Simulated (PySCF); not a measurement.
C₁₂H₈. Atoms are numbered in the order given.

```xyz
20

C      0.0000    -0.6960     3.1272
C      0.0000     0.6960     3.1272
C      0.0000     1.4474     1.9193
C      0.0000     0.7145     0.7559
C      0.0000    -0.7145     0.7559
C      0.0000    -1.4474     1.9193
C      0.0000    -0.7145    -0.7559
C      0.0000    -1.4474    -1.9193
C      0.0000    -0.6960    -3.1272
C      0.0000     0.6960    -3.1272
C      0.0000     1.4474    -1.9193
C      0.0000     0.7145    -0.7559
H      0.0000    -1.2270     4.0823
H      0.0000     1.2270     4.0823
H      0.0000     2.5393     1.9394
H      0.0000    -2.5393     1.9394
H      0.0000    -2.5393    -1.9394
H      0.0000    -1.2270    -4.0823
H      0.0000     1.2270    -4.0823
H      0.0000     2.5393    -1.9394
```
Charge 0, spin multiplicity 1.

Geometry optimised at B3LYP-D3(BJ)/def2-SVP.

Calculation: SMD-M06-2X/def2-SVP (PySCF).

Solvation free energies are E(SMD) − E(gas) at the gas-phase geometry, for 1 M in both phases. In vacuum the dipole moment is 0.00 D.

```tsv
solvent	ΔG(solv) (kcal/mol)	its non-electrostatic (CDS) part	dipole (D)
water	…	…	…
chlorobenzene	-11.1	-6.9	0.00
chloroform	-10.5	-6.5	0.00
```

### Question
Some entries are withheld; supply them. (An estimate is asked for; the answer gives what the named calculation found.)

### Answer

- water, ΔG(solv) (kcal/mol): -2.6
- water, its non-electrostatic (CDS) part: 3.3
- water, dipole (D): 0.00
